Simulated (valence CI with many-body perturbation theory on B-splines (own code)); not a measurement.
As10+: magnetic and hyperfine properties of the levels

Method: configuration interaction combined with many-body perturbation theory (CI+MBPT): five valence electrons over a frozen Dirac-Fock core [Ar], radial functions for each j: 7 s, 7 p, 8 d, 6 f, 4 g, 1 h, with the one-electron correlation potential Σ1, the two-electron term Σ2, the three-electron term Σ3, Breit, model QED; selected CI, second order for the rest, scaled by the run's own slope (own B-spline code, finite nucleus).

No measured levels were compared; by estimate terms of the open shell hold to 2 to 4 % of their energy, and close levels can change places. Among the levels kept, up to 1200 cm⁻¹ of a level comes from second order outside the variational space, and about a tenth of that is noise between levels of different J, which matters for small intervals. Excitations out of the core, of the other parity, are not computed and may begin above about 68.1 eV (a cautious bound); beyond it only levels of the ground parity were kept, without lifetimes.

A/g_I is the dipole constant over the nuclear g factor μ/I (μ in nuclear magnetons, uniformly magnetised nucleus), B/Q the quadrupole constant per barn. Both hold the static response of the core; the bare values leave it out. Large factors of s and p1/2 electrons are usually good to 5 to 10 %; those of open d and f shells near neutrality can be off by tens of per cent, and small factors of p3/2, d and f electrons come from cancelling terms and can be off by a factor of two or in sign, in half-filled shells by more. B is blank for J = 1/2, where it vanishes, and for nearly pure S terms. Energies count from the lowest level.

Names give the largest LS component (configuration and term), which can be under half, so a name can repeat, a term be missing and a line seem to break the LS rules; names also repeat where a configuration has a term twice. Letters in brackets count levels of one name in rising energy.

```
         Level  E (cm⁻¹)      g  A/g_I (MHz)  A/g_I bare  B/Q (MHz/b)  B/Q bare
    3d5 6S_5/2         0  1.997         -490       -12.2                       
    3d5 4G_5/2     61914  0.587         2520        2360          261       273
   3d5 4G_11/2     62158  1.270         1640        1800        -54.0     -50.3
    3d5 4G_7/2     62373  0.987         1810        1840          337       353
    3d5 4G_9/2     62551  1.171         1610        1720          271       286
    3d5 4P_5/2     67640  1.518          566         827         1760      1820
    3d5 4P_3/2     68843  1.597         1090        1390         1090      1130
    3d5 4P_1/2     70221  2.363        -1940       -1290                       
    3d5 4D_7/2     75442  1.420          926        1140          609       620
    3d5 4D_1/2     77261  0.299         4590        4310                       
    3d5 4D_5/2     78017  1.417         1130        1350        -1140     -1180
    3d5 4D_3/2     78146  1.319         1660        1830         -740      -766
   3d5 2I_11/2     89706  0.932         2160        2160          158       165
   3d5 2I_13/2     90636  1.076         2020        2090        -13.6     -10.8
3d5 2D_5/2 [a]     94982  1.075         1610        1670          598       622
3d5 2D_3/2 [a]     97901  0.719         3180        3080         6.15      8.84
3d5 2F_7/2 [a]    100690  1.148         2070        2160        -1100     -1140
    3d5 4F_9/2    102320  1.277         1420        1570         -109      -116
    3d5 4F_5/2    103770  1.007         2100        2130         -852      -881
    3d5 4F_7/2    104770  1.209         1340        1460         -771      -796
    3d5 4F_3/2    106230  0.493         3350        3150         -264      -272
    3d5 2H_9/2    108530  1.012         2030        2060          865       891
3d5 2F_5/2 [a]    109870  1.012         1680        1710         -132      -130
   3d5 2H_11/2    112120  1.082         1960        2020         -141      -147
3d5 2G_7/2 [a]    112440  0.910         2610        2600         -475      -501
3d5 2G_9/2 [a]    115780  1.062         1870        1930         -635      -663
3d5 2F_5/2 [b]    119710  0.873         1980        1940        -75.3     -69.8
3d5 2F_7/2 [b]    120620  1.144         1960        2060          782       819
    3d5 2S_1/2    130990  1.997         -494       -19.6                       
3d5 2D_3/2 [b]    146230  0.800         2530        2470         -357      -373
3d5 2D_5/2 [b]    147060  1.191         1640        1750         -244      -257
3d5 2G_9/2 [b]    162580  1.110         1810        1890         -389      -398
3d5 2G_7/2 [b]    162950  0.890         2470        2450          592       617
    3d5 2P_3/2    196150  1.316         1560        1730         -990     -1030
    3d5 2P_1/2    196920  0.672          358         219                       
3d5 2D_5/2 [c]    213850  1.199         1390        1500         -192      -199
3d5 2D_3/2 [c]    214510  0.814         3380        3330         1250      1300
 3d4.4s 6D_1/2    906580  3.319        13100       12700                       
 3d4.4s 6D_3/2    907750  1.863         5840        5680         1500      1550
 3d4.4s 6D_5/2    909490  1.655         4800        4700         1090      1130
```

(1) Take the isotope of mass number 75, with I = 3/2, μ = 1.4383 μN and Q = 0.311 b. What is the hyperfine structure of 3d5 4G_7/2?

Results:

(1) From the table A = 1740 MHz, B = 105 MHz. Shifts from the centre of gravity in MHz: F = 2: -11700, F = 3: -6540, F = 4: 386, F = 5: 9160.
